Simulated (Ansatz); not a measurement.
Input file for Ansatz (an electronic-structure program): R-wB97M-V/def2-TZVPP on CH4BI (SMILES CBI), a point of a torsion scan. Elements past Kr take the def2 small-core potentials; no spin–orbit coupling.

Ansatz 0.2 input:
```yaml
crystal:
  periodic: [false, false, false]
  atoms:
    - {symbol: C, position_ang: [-0.74002471, -0.17877195, 0.00926357]}
    - {symbol: B, position_ang: [0.69741905, 0.27044243, 0.42995768]}
    - {symbol: I, position_ang: [1.07524542, 1.17315145, 2.28575959]}
    - {symbol: H, position_ang: [-1.04722325, 0.34356931, -0.89904098]}
    - {symbol: H, position_ang: [-1.51247597, -0.01794329, 0.75853970]}
    - {symbol: H, position_ang: [-0.74955195, -1.23711238, -0.25732254]}
    - {symbol: H, position_ang: [1.60584981, 0.11491043, -0.29120480]}
basis:
  gaussian:
    orbitals: def2-TZVPP
hamiltonian:
  xc: {name: wB97M-V}
scf: {lower_state_search: off}
```

Output:

```
WARN ansatz: RAYON_NUM_THREADS=1 ignored (pool sized by the plan → 1); use --threads N
Functional definition: wB97M-V
these checks for a lower state are left out or cut short: stability, starts, cluster_reference, orbital_swaps, neighbouring_geometries, increment
integrals: 0.10 GiB planned
974 factors; their error is unknown
integrals: 0.13 GiB planned
241 factors; integrals over basis functions are off by at most 3.0e-5 eV
mean field: 0.87 GiB planned
mean field evaluation 1: about -9876.0929 eV, gradient 3.6e1 eV
mean field evaluation 2: about -9877.4379 eV, gradient 2.6e1 eV
mean field evaluation 4: about -9879.0281 eV, gradient 1.4e0 eV
mean field evaluation 8: about -9879.1862 eV, gradient 5.7e-1 eV
mean field evaluation 16: about -9879.1865 eV, gradient 5.2e-5 eV
mean field -9879.18651678 eV, -363.0534081386 hartree, gradient 4.0e-6 eV, S^2 0.000000; 0 other end points of the search recorded, 0 dependent functions left out
reference -9879.18655987 eV, -363.0534097220 hartree; 20, 20 occupied and 148, 148 virtual orbitals, 974 factors
Total energy: -9879.18655987 eV, -363.0534097220 hartree
Checks for a lower state left out: stability, starts, cluster_reference, orbital_swaps, neighbouring_geometries, increment
```

The run converged.

Cost: about 5 core-seconds (a rough figure).
